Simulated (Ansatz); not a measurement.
A structure relaxed at PBE/def2-SVP in Ansatz, charge 1, doublet:

Cartesian coordinates in Å:
```
Na -1.0504 2.8282 -5.8616
Na 1.4552 2.4764 -3.3387
Na 3.8821 1.9408 -0.7490
Na 6.1415 1.3847 1.9605
Na -1.0602 -0.3479 -4.2447
Na 1.4299 -0.7140 -1.6614
Na 3.7507 -1.1283 1.0916
Na -0.9348 -3.4840 -2.4941
Na 1.3530 -3.8271 0.2106
Na -0.8683 -6.5084 -0.6084
Na -2.0046 2.5646 -2.4279
Na 0.4297 2.2598 0.2407
Na 2.7355 1.7340 2.9554
Na -2.1251 -0.6114 -0.6745
Na 0.2630 -0.9278 2.0961
Na -2.0829 -3.6856 1.2143
Na -3.0943 2.3834 1.1231
Na -0.7438 2.0984 3.7800
Na -3.2499 -0.7319 2.8785
Na -4.2264 2.2961 4.5097
```

Give its formula and point group.

Na₂₀⁺ (started as a model of: Na20 tetrahedron). Point group D2d (tolerance 0.1 Å).

Summarise the bond lengths by kind (pairs closer than 1.2 times the sum of covalent radii, bridged metal pairs left out).

60 × Na–Na 3.56 to 3.95 Å.
